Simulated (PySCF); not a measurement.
Computed shifts of a molecule C4H9N, PBE/pcSseg-1 (PySCF), GIAO, gas phase, equivalent atoms averaged, in ppm (number of nuclei): ¹³C: 177.5 (1), 44.6 (1), 36.7 (1), 20.7 (1). ¹⁵N: 375.0 (1). ¹H: 3.64 (3), 2.57 (3), 2.17 (3). References: ¹³C against TMS (σ = 182.0 ppm); ¹⁵N against NH3 (σ = 267.0 ppm); ¹H against TMS (σ = 31.49 ppm), references at their B3LYP-D3(BJ)/def2-TZVP geometries, non-relativistic. The structure is a stationary point at PBE-D3(BJ)/def2-SVP. The values are those of a single conformer.

Pick the molecule that these values belong to.
(A) C=C[C@H](C)N
(B) CN1CCC1
(C) CN=C(C)C
(D) C[C@H]1CCN1

C, CN=C(C)C
